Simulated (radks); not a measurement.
Q: These are the eigenvalues of the occupied orbitals of an atom or ion with whole-number occupations (eV). All-electron calculation, scalar-relativistic Kohn-Sham, r2SCAN, spin-polarised, spherical densities, finite nucleus; meta-GGA in the generalised Kohn-Sham scheme; Fermi nuclear charge, rms radius of each element as measured or else 0.836 A^(1/3) + 0.57 fm. Program: a radial shooting solver on a logarithmic mesh with Libxc functionals.

orbital  eigenvalue
1s down   -69569.79
1s up     -69569.78
2s up     -12039.63
2s down   -12039.36
2p up     -10528.21
2p down   -10528.00
3s up     -2788.120
3s down   -2788.112
3p up     -2338.410
3p down   -2338.381
3d up     -1820.114
3d down   -1819.975
4s up     -586.5510
4s down   -586.3538
4p up     -438.3770
4p down   -438.2055
4d up     -249.5793
4d down   -249.3661
5s up      -88.9033
5s down    -87.0300
5p up      -52.8346
5p down    -50.1232
4f up      -40.8745
4f down    -40.4005
6s up      -13.3606
5d up      -13.0439

Which element is it, and in what charge state? The configuration may be excited. Open shells, if any, are filled with parallel spins first.

A: Z = 74, tungsten, charge +1: W+ in [Xe] 4f14 5d4 6s1. The list shows which subshells hold electrons but not how many an open one holds; the 1s level, -2556.6 hartree, gives Z - s = 71.5 by -(Z - s)^2/2, which with screening and relativity narrows Z to a few neighbours, and the depths of the outer levels then fix element, charge and occupations together.
